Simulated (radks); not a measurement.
Q: These are the eigenvalues of the occupied orbitals of an atom or ion with whole-number occupations (eV). Calculated with a radial shooting solver on a logarithmic mesh with Libxc functionals: scalar-relativistic Kohn-Sham, PBE, spin-polarised, spherical densities, point nucleus.

orbital  eigenvalue
1s up     -8728.729
1s down   -8727.838
2s up     -1478.823
2s down   -1478.016
2p up     -1345.558
2p down   -1344.458
3s up     -520.4121
3s down   -515.8334
3p up     -479.3040

Which element is it, and in what charge state? The configuration may be excited. Open shells, if any, are filled with parallel spins first.

A: Z = 28, nickel, charge +15: Ni15+ in [Ne] 3s2 3p1. The list shows which subshells hold electrons but not how many an open one holds; the 1s level, -320.77 hartree, gives Z - s = 25.3 by -(Z - s)^2/2, which with screening and relativity narrows Z to a few neighbours, and the depths of the outer levels then fix element, charge and occupations together.
